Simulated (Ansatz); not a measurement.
```xyz
13

N     1.602   -0.676   -0.997
C     0.368    0.009   -0.709
S     0.608    1.809   -1.061
N    -0.035   -0.331    0.613
Si   -1.630   -0.065    1.223
H     1.949   -0.429   -1.915
H     1.462   -1.678   -0.946
H    -0.465   -0.235   -1.386
H     1.694    1.933   -0.280
H     0.744   -0.284    1.256
H    -2.584   -0.624    0.230
H    -1.992    1.361    1.456
H    -1.720   -0.791    2.515
```

The species carries charge 0 and has multiplicity 1.

Task: List the B3LYP/def2-TZVPP orbital energies in eV (Ansatz 0.2.0). (An estimate is asked.)

Result: The calculation gave: Occupied: -2417.63, -1799.08, -389.52, -389.36, -279.49, -215.64, -160.22, -160.12, -159.97, -143.58, -98.92, -98.90, -98.88, -25.75, -23.27, -20.20, -17.06, -15.37, -14.01, -13.38, -12.55, -11.52, -10.50, -9.85, -9.51, -9.43, -7.54, -7.08, -6.53. Lowest empty: -0.02, 0.50, 1.01, 1.21, 1.37, 1.71, 1.82, 1.99.

B3LYP here is the variant with VWN-RPA as its local correlation; programs differ in this.
